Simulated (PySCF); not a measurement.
Partial charges of `FCC/C=C/C(F)(F)F`

Species: C5H6F4.
Cartesian coordinates in Å at the GFN2-xTB level; atoms count from 1:
```xyz
15
C5H6F4 angstrom
F     -2.241    1.215    0.247
C     -2.238    0.220   -0.696
C     -1.177   -0.824   -0.352
C      0.193   -0.247   -0.478
C      1.041   -0.120    0.530
C      2.406    0.468    0.377
F      2.665    0.907   -0.863
F      3.371   -0.427    0.671
F      2.605    1.510    1.202
H     -3.240   -0.220   -0.692
H     -2.039    0.699   -1.661
H     -1.286   -1.655   -1.051
H     -1.347   -1.185    0.663
H      0.469    0.101   -1.465
H      0.815   -0.436    1.536
```

Density: PBE0/pcSseg-1 (PySCF); schemes: Mulliken, IAO, Hirshfeld and ESP-fitted. Geometry: GFN2-xTB, one conformer, isolated molecule.

Atoms with like bonding are taken together and averaged. Do the Mulliken, IAO, Hirshfeld and ESP-fitted schemes agree on where the charge is highest?

All schemes agree: Mulliken C6 (+0.841); IAO C6 (+0.804); Hirshfeld C6 (+0.256); ESP-fitted C6 (+0.635).

At which atom do the 4 schemes differ most?

At C6: from +0.256 (Hirshfeld) to +0.841 e (Mulliken), 0.585 e apart.

Give the atomic charges in each scheme.

In e; atoms taken as equivalent share a row and are averaged (×n: the atom named and its like, n in all):

| atom | environment | Mulliken | IAO | Hirshfeld | ESP-fitted |
| --- | --- | --- | --- | --- | --- |
| F1 | alkyl fluorine | -0.335 | -0.326 | -0.122 | -0.247 |
| C2 | sp3 C–F carbon | +0.163 | +0.051 | +0.031 | +0.184 |
| C3 | allylic carbon | -0.224 | -0.280 | -0.070 | -0.164 |
| C4 | alkene CH carbon | -0.139 | -0.099 | -0.022 | +0.029 |
| C5 | alkene CH carbon | -0.249 | -0.215 | -0.082 | -0.473 |
| C6 | CF3 carbon | +0.841 | +0.804 | +0.256 | +0.635 |
| F7/F8/F9 | fluorine of a CF3 group | -0.272 | -0.285 | -0.099 | -0.201 |
| H10/H11 | methylene hydrogen | +0.110 | +0.140 | +0.048 | +0.044 |
| H12/H13 | methylene hydrogen | +0.140 | +0.155 | +0.054 | +0.089 |
| H14 | vinylic hydrogen | +0.126 | +0.159 | +0.047 | +0.133 |
| H15 | vinylic hydrogen | +0.134 | +0.168 | +0.057 | +0.240 |

Mean size of the charges over all atoms: IAO 0.236 e, Mulliken 0.235 e, ESP-fitted 0.198 e, Hirshfeld 0.079 e. Each set sums to the total charge, 0, to within 0.001 e. The IAO scheme counts the electrons in orthogonalised intrinsic atomic orbitals, a minimal basis polarised so that it spans the occupied orbitals exactly.

Some averages cover members that differ in this geometry: H12/H13, ESP-fitted +0.073 to +0.105 e.

Sum the charges by element.

```json
{"element": "F", "atoms": "4", "Mulliken": "-1.151", "IAO": "-1.180", "Hirshfeld": "-0.420", "ESP-fitted": "-0.851"}
{"element": "C", "atoms": "5", "Mulliken": "+0.392", "IAO": "+0.261", "Hirshfeld": "+0.112", "ESP-fitted": "+0.211"}
{"element": "H", "atoms": "6", "Mulliken": "+0.759", "IAO": "+0.918", "Hirshfeld": "+0.308", "ESP-fitted": "+0.640"}
```

How closely do the schemes follow one another over all atoms?

Correlation coefficient and root-mean-square difference: IAO with Hirshfeld 0.99, 0.196 e; Mulliken with IAO 0.99, 0.041 e; Mulliken with Hirshfeld 0.99, 0.199 e; Mulliken with ESP-fitted 0.93, 0.107 e; Hirshfeld with ESP-fitted 0.93, 0.168 e; IAO with ESP-fitted 0.92, 0.116 e.
